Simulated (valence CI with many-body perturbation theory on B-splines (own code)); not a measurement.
## Lu56+: E2, M1 decay

Computed by valence CI with perturbative core correlation (CI+MBPT): five valence electrons over a frozen Dirac-Fock core [Ne], a basis of 11 s, 11 p, 10 d, 8 f, 5 g, 2 h functions for each j, with the one-electron correlation potential Σ1, the two-electron term Σ2, the three-electron term Σ3, Breit, model QED; selected CI, second order for the rest, scaled by the run's own slope (own B-spline code, finite nucleus).

The last digits are not significant, and no measured levels were compared; by estimate large intervals hold to a few tenths of a per cent, small ones and those within an open d or f shell to about a per cent. Among the levels kept, up to 3000 cm⁻¹ of a level comes from second order outside the variational space, and about a tenth of that is noise between levels of different J, which matters for small intervals.

Lines 1 to 19 of 19 in falling wavelength, among levels below 9551.3 × 10³ cm⁻¹, chosen from the decays that carry over 1 % of a level's rate. Wavelengths and rates use the calculated energies. Electric multipoles are in the length gauge, E1 and E2 with the static RPA response of the core. S is in atomic units (e²a₀⁴ for E2 and M2, e²a₀⁶ for E3), for M1 in squared Bohr magnetons. Weak lines are less certain than strong ones. Lines between different terms over intervals too small for the method are left out, as are lines whose strength nearly cancels.

Levels are named by their leading jj configuration (3d3/2^4 stands for four electrons in 3d with j = 3/2), which in mixed levels can hold well under half, so a name can repeat and another be missing. Letters in brackets count levels of one name in rising energy.

| λ vac (nm) | Upper | Lower | Type | A (s⁻¹) | S (a.u.) |
| --- | --- | --- | --- | --- | --- |
| 18.27 | (3s^2 3p1/2 3p3/2 3d5/2) J=9/2 | (3s^2 3p1/2 3p3/2 3d3/2) J=7/2 | M1 | 1.84e+06 | 4.15e+00 |
| 4.767 | (3s^2 3p3/2^2 3d5/2) J=9/2 | (3s^2 3p1/2 3p3/2 3d5/2) J=7/2 [b] | M1 | 5.87e+07 | 2.36e+00 |
| 4.693 | (3s^2 3p1/2 3p3/2 3d5/2) J=7/2 [a] | (3s^2 3p1/2^2 3d5/2) J=5/2 | M1 | 1.21e+08 | 3.72e+00 |
| 4.483 | (3s^2 3p1/2 3p3/2 3d5/2) J=9/2 | (3s^2 3p1/2^2 3d5/2) J=5/2 | E2 | 1.51e+06 | 2.44e-03 |
| 4.456 | (3s^2 3p1/2 3p3/2^2) J=3/2 | (3s^2 3p1/2^2 3p3/2) J=3/2 | M1 | 2.10e+08 | 2.76e+00 |
| 4.446 | (3s^2 3p3/2^2 3d5/2) J=7/2 | (3s^2 3p1/2 3p3/2 3d5/2) J=5/2 [a] | M1 | 1.03e+08 | 2.70e+00 |
| 4.444 | (3s^2 3p1/2 3p3/2 3d3/2) J=1/2 [a] | (3s^2 3p1/2^2 3d3/2) J=3/2 | M1 | 1.34e+08 | 8.74e-01 |
| 4.428 | (3s^2 3p3/2^3) J=3/2 | (3s^2 3p1/2 3p3/2^2) J=1/2 | M1 | 5.25e+07 | 6.76e-01 |
| 4.422 | (3s^2 3p3/2^2 3d5/2) J=5/2 [a] | (3s^2 3p1/2 3p3/2 3d5/2) J=3/2 [b] | M1 | 7.95e+07 | 1.53e+00 |
| 4.376 | (3s^2 3p3/2^2 3d5/2) J=9/2 | (3s^2 3p1/2 3p3/2 3d5/2) J=9/2 | M1 | 9.04e+07 | 2.81e+00 |
| 4.282 | (3s^2 3p1/2 3p3/2^2) J=5/2 | (3s^2 3p1/2^2 3p3/2) J=3/2 | M1 | 3.61e+07 | 6.31e-01 |
| 4.282 | (3s^2 3p1/2 3p3/2^2) J=5/2 | (3s^2 3p1/2^2 3p3/2) J=3/2 | E2 | 3.46e+06 | 2.67e-03 |
| 4.209 | (3s^2 3p3/2^3) J=3/2 | (3s^2 3p1/2 3p3/2^2) J=5/2 | M1 | 6.00e+07 | 6.64e-01 |
| 4.193 | (3s^2 3p3/2^2 3d5/2) J=9/2 | (3s^2 3p1/2 3p3/2 3d5/2) J=7/2 [a] | M1 | 7.37e+07 | 2.01e+00 |
| 4.077 | (3s^2 3p1/2 3p3/2^2) J=1/2 | (3s^2 3p1/2^2 3p3/2) J=3/2 | M1 | 1.24e+08 | 6.24e-01 |
| 4.077 | (3s^2 3p1/2 3p3/2^2) J=1/2 | (3s^2 3p1/2^2 3p3/2) J=3/2 | E2 | 3.15e+06 | 6.34e-04 |
| 4.054 | (3s^2 3p3/2^3) J=3/2 | (3s^2 3p1/2 3p3/2^2) J=3/2 | M1 | 2.48e+08 | 2.45e+00 |
| 3.962 | (3s^2 3p3/2^2 3d5/2) J=5/2 [a] | (3s^2 3p1/2 3p3/2 3d5/2) J=3/2 [a] | M1 | 2.36e+07 | 3.27e-01 |
| 3.824 | (3s^2 3p3/2^2 3d5/2) J=5/2 [a] | (3s^2 3p1/2 3p3/2 3d5/2) J=7/2 [a] | M1 | 1.39e+08 | 1.73e+00 |
